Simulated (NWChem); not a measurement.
System: C2H6F2Si; SMILES FC[SiH2]CF

NWChem input:

```
start job
memory heap 200 mb stack 900 mb global 1100 mb
geometry units angstroms noautoz
  F      1.847576     0.361746    -0.944784
  C      1.370869    -0.674816    -0.161876
  Si     0.000000     0.000000     0.964384
  C     -1.370869     0.674816    -0.161876
  F     -1.847576    -0.361746    -0.944784
  H      0.967007    -1.464529    -0.820122
  H      2.207709    -1.113234     0.409695
  H     -0.529408    -1.105876     1.818296
  H      0.529408     1.105876     1.818296
  H     -2.207709     1.113234     0.409695
  H     -0.967007     1.464529    -0.820122
end
basis spherical
  F library 6-31g*
  C library 6-31g*
  Si library 6-31g*
  H library 6-31g*
end
dft
  xc xctpssh
  iterations 150
  mulliken
end
task dft energy
```

Coordinates come from a PBE0/def2-SVP optimisation.

Problem. Give the results of this calculation. (TPSSh/6-31G* (spherical d).) Quantities: energy (Ha); highest occupied level (eV); orbital gap (eV); dipole (D).

Solution. 
```
Property                      Result
---------------------------  -------
energy (Ha)                  -568.96
highest occupied level (eV)    -7.38
orbital gap (eV)                8.07
dipole (D)                      1.31
```
